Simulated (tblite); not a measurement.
C₅H₁₃NOSi.
Atom-mapped SMILES: `[CH3:1][CH2:2][C@@H:3]1[CH2:4][CH2:5][O:6][Si@H:7]1[NH2:8]` (hydrogens: H9, H10, H11 on C1; H12, H13 on C2; H14 on C3; H15, H16 on C4; H17, H18 on C5; H19 on Si7; H20, H21 on N8)

Computed with GFN2-xTB (tblite), gas phase: L-BFGS steps from a force-field or distance-geometry start until the largest atomic force falls under 0.01 eV/Å.

Step 36: E = -710.6951 eV
```
atom  x, y, z in Å  |  force x, y, z in eV/Å
C1      2.2866    1.1828   -0.1355   -0.030  -0.039  -0.026
C2      1.6116   -0.1749    0.0063   -0.071  -0.038   0.020
C3      0.2397   -0.0200    0.6618   -0.020   0.077  -0.002
C4     -0.3949   -1.3563    1.0579    0.044   0.023  -0.017
C5     -1.1626   -1.8694   -0.1552   -0.011  -0.015  -0.022
O6     -1.8551   -0.7959   -0.7416    0.013  -0.005  -0.042
Si7    -1.0924    0.6390   -0.5435    0.047   0.005   0.034
N8     -2.1901    1.6841    0.2742   -0.042  -0.011   0.017
H9      1.5669    1.9081   -0.5039    0.024   0.071  -0.051
H10     3.1186    1.1348   -0.8309    0.096   0.000   0.006
H11     2.6540    1.5250    0.8284    0.006   0.033   0.013
H12     1.5008   -0.6389   -0.9764   -0.008   0.014  -0.022
H13     2.2492   -0.8346    0.6024   -0.023  -0.007   0.034
H14     0.3617    0.5942    1.5556    0.031  -0.002   0.023
H15     0.3447   -2.0842    1.3888    0.023  -0.064   0.026
H16    -1.1121   -1.1888    1.8633    0.033   0.009   0.008
H17    -1.8945   -2.6336    0.1157   -0.029  -0.033  -0.008
H18    -0.4702   -2.2927   -0.8915   -0.013  -0.014  -0.025
H19    -0.5690    1.0673   -1.8498   -0.070  -0.016   0.104
H20    -3.1691    1.4945    0.1399   -0.065   0.007  -0.037
H21    -2.0325    2.6763    0.2885    0.066   0.007  -0.034
```

Step 37: E = -710.6974 eV
```
atom  x, y, z in Å  |  force x, y, z in eV/Å
C1      2.2866    1.1837   -0.1352   -0.038  -0.072  -0.030
C2      1.6082   -0.1724    0.0043   -0.079  -0.052   0.025
C3      0.2372   -0.0162    0.6607   -0.013   0.031   0.024
C4     -0.3923   -1.3560    1.0571    0.035   0.019  -0.009
C5     -1.1609   -1.8687   -0.1566   -0.002  -0.051   0.015
O6     -1.8529   -0.7967   -0.7471    0.046  -0.029  -0.028
Si7    -1.0951    0.6403   -0.5447    0.048  -0.028   0.063
N8     -2.1913    1.6845    0.2751   -0.049  -0.026   0.018
H9      1.5712    1.9082   -0.5138    0.037   0.072  -0.047
H10     3.1255    1.1279   -0.8211    0.103   0.019  -0.007
H11     2.6454    1.5263    0.8313    0.005   0.046   0.019
H12     1.4932   -0.6347   -0.9793    0.014   0.018  -0.003
H13     2.2422   -0.8351    0.6019   -0.020   0.005   0.006
H14     0.3610    0.5955    1.5558    0.024   0.010   0.021
H15     0.3502   -2.0850    1.3857   -0.014  -0.012   0.000
H16    -1.1073   -1.1924    1.8664    0.043   0.007  -0.019
H17    -1.8926   -2.6315    0.1169   -0.053  -0.036  -0.002
H18    -0.4676   -2.3021   -0.8872   -0.027   0.034  -0.044
H19    -0.5712    1.0659   -1.8491   -0.058   0.006   0.068
H20    -3.1714    1.5005    0.1400   -0.060   0.010  -0.040
H21    -2.0270    2.6751    0.2933    0.057   0.028  -0.030
```

Step 38: E = -710.6995 eV
```
atom  x, y, z in Å  |  force x, y, z in eV/Å
C1      2.2860    1.1838   -0.1350    0.017  -0.039  -0.021
C2      1.6043   -0.1710    0.0017   -0.047  -0.032   0.016
C3      0.2353   -0.0125    0.6590   -0.004  -0.032   0.055
C4     -0.3894   -1.3551    1.0559    0.010  -0.002   0.009
C5     -1.1598   -1.8693   -0.1577    0.006  -0.071   0.045
O6     -1.8498   -0.7986   -0.7537    0.075  -0.053  -0.006
Si7    -1.0971    0.6407   -0.5457    0.012  -0.047   0.080
N8     -2.1929    1.6835    0.2768   -0.037   0.037   0.018
H9      1.5759    1.9091   -0.5264    0.081   0.033  -0.028
H10     3.1371    1.1226   -0.8089    0.037   0.031   0.028
H11     2.6342    1.5302    0.8368   -0.024   0.027  -0.046
H12     1.4872   -0.6296   -0.9839    0.027   0.013   0.019
H13     2.2359   -0.8361    0.6003   -0.022   0.014  -0.023
H14     0.3614    0.5970    1.5551    0.016   0.019   0.018
H15     0.3546   -2.0862    1.3844   -0.049   0.047  -0.030
H16    -1.1026   -1.1935    1.8684    0.052   0.003  -0.045
H17    -1.8929   -2.6301    0.1190   -0.057  -0.025   0.001
H18    -0.4662   -2.3123   -0.8832   -0.042   0.071  -0.053
H19    -0.5762    1.0632   -1.8495   -0.040   0.029   0.033
H20    -3.1745    1.5070    0.1401   -0.037   0.018  -0.043
H21    -2.0193    2.6741    0.3009    0.027  -0.041  -0.029
```

Step 39: E = -710.7009 eV
```
atom  x, y, z in Å  |  force x, y, z in eV/Å
C1      2.2864    1.1804   -0.1398   -0.021  -0.052  -0.020
C2      1.5950   -0.1685    0.0074    0.004   0.010  -0.006
C3      0.2304   -0.0072    0.6695    0.018  -0.096   0.071
C4     -0.3827   -1.3583    1.0553   -0.027  -0.034   0.017
C5     -1.1542   -1.8684   -0.1609    0.014  -0.077   0.071
O6     -1.8435   -0.7972   -0.7564    0.082  -0.051   0.021
Si7    -1.1006    0.6455   -0.5338   -0.039  -0.079   0.085
N8     -2.2052    1.6918    0.2726   -0.042  -0.084   0.014
H9      1.5855    1.9158   -0.5265    0.036   0.024  -0.046
H10     3.1305    1.1080   -0.8171    0.101   0.019  -0.046
H11     2.6482    1.5255    0.8236   -0.001   0.058   0.069
H12     1.4729   -0.6282   -0.9768    0.028  -0.010   0.027
H13     2.2245   -0.8328    0.6097   -0.011   0.013  -0.056
H14     0.3617    0.5928    1.5707    0.002   0.035   0.017
H15     0.3657   -2.0914    1.3730   -0.059   0.089  -0.039
H16    -1.0913   -1.2104    1.8736    0.022   0.005  -0.035
H17    -1.8872   -2.6304    0.1137   -0.059  -0.016   0.006
H18    -0.4591   -2.3135   -0.8838   -0.048   0.091  -0.069
H19    -0.5744    1.0679   -1.8314   -0.010   0.059  -0.029
H20    -3.1868    1.5166    0.1318   -0.007   0.024  -0.042
H21    -2.0246    2.6789    0.2800    0.017   0.073  -0.011
```

**Question.** Estimate the geometry and energy of step 40. (The exact step hangs on the optimiser's Hessian estimate; all steps are aligned on step 39, rigid shifts and turns removed.)

**Answer.** E = -710.7031 eV, largest force 0.102 eV/Å
```
atom  x, y, z in Å  |  force x, y, z in eV/Å
C1      2.2864    1.1805   -0.1390    0.051   0.021  -0.004
C2      1.5955   -0.1692    0.0046    0.035   0.032  -0.012
C3      0.2315   -0.0082    0.6671    0.013  -0.083   0.058
C4     -0.3834   -1.3574    1.0548   -0.032  -0.040   0.019
C5     -1.1554   -1.8711   -0.1595    0.008  -0.053   0.051
O6     -1.8417   -0.8000   -0.7589    0.063  -0.048   0.026
Si7    -1.1006    0.6431   -0.5347   -0.058  -0.045   0.061
N8     -2.2043    1.6891    0.2755   -0.018  -0.007   0.007
H9      1.5869    1.9158   -0.5337    0.076  -0.019  -0.028
H10     3.1408    1.1107   -0.8088    0.009   0.018   0.019
H11     2.6390    1.5308    0.8299   -0.037   0.016  -0.027
H12     1.4762   -0.6260   -0.9812    0.018  -0.015   0.028
H13     2.2250   -0.8336    0.6060   -0.006   0.005  -0.050
H14     0.3639    0.5940    1.5670   -0.002   0.024   0.016
H15     0.3623   -2.0907    1.3757   -0.038   0.075  -0.032
H16    -1.0922   -1.2047    1.8713    0.009   0.000  -0.020
H17    -1.8911   -2.6307    0.1163   -0.039  -0.009   0.005
H18    -0.4617   -2.3167   -0.8834   -0.043   0.073  -0.055
H19    -0.5800    1.0654   -1.8361   -0.013   0.055  -0.005
H20    -3.1869    1.5183    0.1326    0.012   0.030  -0.042
H21    -2.0191    2.6776    0.2888   -0.006  -0.029  -0.015
```

The energy changes by -0.0022 eV. The first-order estimate −F·Δx gives -0.0030 eV and the mean of the old and new forces, exact on a quadratic surface, -0.0022 eV. The step makes an angle of 74° with the force vector and moves no atom by more than 0.013 Å.

The cost below is that of the whole relaxation. Time: 1.2 s. Hardware: one thread, Arm Neoverse N1 (aarch64), shared host with 64 logical CPUs at a one-minute load of 55.
